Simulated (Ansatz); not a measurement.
System (SMILES): [GeH3] (GeH3), doublet.
Atoms: Ge1, H2, H3, H4. Bonds: Ge1-H2, Ge1-H3, Ge1-H4.

How fast the optimised Ge1-H2 bond length converges with the basis for several methods (Ansatz, a quantum-chemistry and plane-wave program): deviation from each method's own reference, in Å. References: B3LYP 1.5393 Å, the value in def2-QZVPPD; HF 1.5338 Å, the value in def2-QZVPPD; MP2 1.5353 Å, the value in def2-QZVPP; PBE 1.5476 Å, the value in def2-QZVPPD. Cartesian d functions, on some or all atoms, in 6-31G*; all else is spherical. In correlated methods cores are frozen (with 3d on Ga to Br). Open shells are unrestricted. No added dispersion term, no relativity. The reference of a correlated method is not its basis-set limit, which lies further on.

```csv
basis,functions,B3LYP,HF,MP2,PBE
6-31G*,41,0.0116,0.0057,0.0125,0.0108
def2-SVP,47,0.0084,0.0005,0.0009,0.0082
6-311G**,62,0.0020,-0.0006,-0.0019,0.0018
def2-TZVP,66,0.0039,0.0022,0.0035,0.0034
pcseg-2,85,0.0016,0.0011,0.0004,0.0012
def2-TZVPPD,105,0.0026,0.0022,0.0023,0.0028
cc-pVQZ,158,-0.0003,0.0002,0.0003,-0.0005
def2-QZVPP,179,0.0000,0.0000,0.0000,0.0000
```

Mean absolute deviation over 6-311G**, def2-TZVP, pcseg-2, def2-TZVPPD: HF 0.0015, MP2 0.0020, PBE 0.0023, B3LYP 0.0025 Å.
